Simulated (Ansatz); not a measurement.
Ansatz (a program for electronic structure) input (HSE06/def2-TZVPD):

Ansatz 0.2 input:
```yaml
crystal:
  periodic: [false, false, false]
  atoms:
    - {symbol: Si, position_ang: [0.21033708, -0.33409986, -0.80742728]}
    - {symbol: Br, position_ang: [-0.31526257, 0.50212832, 1.21108879]}
    - {symbol: O, position_ang: [0.72383228, 1.12944586, -1.30732407]}
    - {symbol: O, position_ang: [-1.05474990, -0.99134962, -1.57396690]}
    - {symbol: O, position_ang: [1.29768143, -1.53111305, -0.73780686]}
    - {symbol: H, position_ang: [-1.80379228, -0.42183211, -1.76997618]}
    - {symbol: H, position_ang: [2.15915273, -1.33112658, -0.36136704]}
basis:
  gaussian:
    orbitals: def2-TZVPD
hamiltonian:
  xc: {name: HSE06}
magnetization: {spin_polarized: true, initial_magnetization: 1}
output: {forces: true}
```

End of the output:

```
integrals: 0.27 GiB planned
1422 factors; their error is unknown
integrals: 0.31 GiB planned
117 factors; integrals over basis functions are off by at most 1.8e-5 eV
mean field: 2.68 GiB planned
mean field evaluation 1: about -84066.7070 eV, gradient 6.9e1 eV
mean field evaluation 2: about -83831.2906 eV, gradient 1.8e2 eV
mean field evaluation 4: about -84082.3506 eV, gradient 2.9e1 eV
mean field evaluation 8: about -84085.4452 eV, gradient 4.1e-1 eV
mean field evaluation 16: about -84085.7815 eV, gradient 4.6e-3 eV
mean field evaluation 32: about -84085.7815 eV, gradient 1.5e-5 eV
mean field -84085.78152953 eV, -3090.0954758206 hartree, gradient 1.5e-5 eV, S^2 0.756299; 1 other end points of the search recorded, 0 dependent functions left out
the calculation of the forces begins
reference -84085.78159371 eV, -3090.0954781790 hartree; 38, 37 occupied and 200, 201 virtual orbitals, 1422 factors
Total energy: -84085.78159371 eV, -3090.0954781790 hartree
Atom 0 at     0.210337    -0.334100    -0.807427 Å, force    -0.112950    -0.068046     0.273846 eV/Å
Atom 1 at    -0.315263     0.502128     1.211089 Å, force     0.067381    -0.087112    -0.245801 eV/Å
Atom 2 at     0.723832     1.129446    -1.307324 Å, force     0.013205     0.020056    -0.024204 eV/Å
Atom 3 at    -1.054750    -0.991350    -1.573967 Å, force     0.059155     0.078006     0.010318 eV/Å
Atom 4 at     1.297681    -1.531113    -0.737807 Å, force    -0.017053     0.095492    -0.016770 eV/Å
Atom 5 at    -1.803792    -0.421832    -1.769976 Å, force     0.091578    -0.041328     0.035587 eV/Å
Atom 6 at     2.159153    -1.331127    -0.361367 Å, force    -0.101316     0.002932    -0.032976 eV/Å
Dipole moment:    -0.027475    -0.045588     0.047869 e Å
```

It need not be the lowest isomer of its formula.
